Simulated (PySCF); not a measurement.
How methods differ on the ionisation energy of Ag²⁰⁺

Ag²⁰⁺ [Ar] 3d9 [3d3/2^4 3d5/2^5, M_J = 5/2] → Ag²¹⁺ [Ar] 3d8 [3d3/2^4 3d5/2^4, M_J = 4], as a difference of total energies. Computed with PySCF 2.14 in an even-tempered Gaussian basis (17 s from 2.3 bohr⁻², ratio 2.8; 13 p from 2.9 bohr⁻², ratio 2.8; 8 d from 2.9 bohr⁻², ratio 2.8; 4 f from 14 bohr⁻², ratio 3), with the two-component X2C-1e Hamiltonian. Correlated levels: [Ne] frozen; the 82 highest virtual spinors dropped. "Screened" scales the spin-orbit matrix elements by Boettger's factors to mimic the two-electron term; Breit and QED terms are absent.

```tsv
method	ionisation energy (eV)
GHF (spin-free)	948.75
GMP2 (spin-free)	950.23
GHF (screened spin-orbit)	946.75
GMP2 (screened spin-orbit)	948.23
```

Problem. How much does correlation contribute at GMP2 (screened spin-orbit)?

Solution. 948.23 − (946.75) = 1.48 eV, measured against GHF (screened spin-orbit).

Breit and QED terms and the two-electron picture change are absent.

The spin-free rows relax to the high-spin LS determinant and lack the spin-orbit shift.

The labels give the starting determinants; with spin-orbit coupling the two ends relaxed to ⟨J²⟩ = 8.75, ⟨L²⟩ = 6.01, ⟨S²⟩ = 0.76 and ⟨J²⟩ = 20.00, ⟨L²⟩ = 12.28, ⟨S²⟩ = 1.94.

For comparison: 946 ± 4 eV (theoretical estimate listed by NIST; NIST Atomic Spectra Database, ionization energies).
